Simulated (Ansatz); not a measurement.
Species: C₃H₄S, SMILES `SC1C=C1` (H–S–C–C torsion 152°) (charge 0, multiplicity 1), formula C3H4S.

Problem. How many basis functions does frozen-core CCSD(T)/cc-pVTZ // PBE0-D3(BJ)/def2-TZVP in Ansatz (a first-principles code) use, how many core orbitals are frozen, and how many electrons are correlated?

Solution. 180 basis functions and 8 frozen orbitals, which leaves 22 correlated electrons. Core time is of the order of seconds.
